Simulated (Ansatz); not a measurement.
`C[O][In]([F])[F]` + HCl → `C[O][In]([F])[Cl]` + H–F at 298.15 K and 1 bar (ligand exchange at the In–F bond).

Program: Ansatz. Geometries: PBE0-D4/def2-TZVP. ΔE: electronic, gas phase. CBS: MP2 limit from def2 TZ/QZ plus the TZ coupled-cluster correction, frozen cores. This one scheme is used for every species. def2 core potentials past Kr. For In outer-core shells are correlated without core-valence functions, which leaves a few kJ/mol of doubt a bond. One conformer a species, not always the lowest.

```tsv
species	CCSD(T)/CBS energy (Eh)	H − E (kJ/mol)	S (J/(mol·K))
`C[O][In]([F])[F]`	-504.48097	139.7	381.8
HCl	-460.38127	26.6	186.8
`C[O][In]([F])[Cl]`	-864.49222	138.7	393.1
H–F	-100.39570	33.5	173.6
```

H − E and S are ideal-gas, rigid-rotor, harmonic terms from PBE0-D4/def2-TZVP, for one conformer and one mirror image of each species. 1 Eh = 2625.50 kJ/mol, R = 8.31446 J/(mol·K).

Q: By hand: ΔE, ΔH, ΔS and ΔG.

A: ΔE = (-864.49222) + (-100.39570) − (-504.48097) − (-460.38127) = -0.02568 Eh = -67.4 kJ/mol. Δ(H − E) = 138.7 + 33.5 − 139.7 − 26.6 = 5.9, so ΔH = -61.5 kJ/mol. ΔS = 393.1 + 173.6 − 381.8 − 186.8 = -1.9 J/(mol·K). ΔG = -61.5 − 298.15 × (-1.9)/1000 = -60.9 kJ/mol.

Q: By hand: the equilibrium constant, and the temperature at which ΔG would vanish if ΔH and ΔS stayed fixed.

A: log₁₀ K = −ΔG/(RT ln 10) = 10.7. ΔG = 0 at ΔH/ΔS = 32368 K, far beyond where these terms or the molecules hold.

The number of gas molecules stays the same, so ΔS is small and ΔH decides. A doubt of 5 kJ/mol in ΔE shifts log₁₀ K by 0.9 here. Other conformers and mirror images would add mixing entropy, several J/(mol·K) or more a flexible species. Modes under 60 cm⁻¹, often nearly free rotors, make the harmonic entropy too high. These are equilibria of isolated gas molecules and say nothing of rates. Largest T1 diagnostic: 0.017 (customary marks: 0.02 for closed shells, 0.045 for open ones).
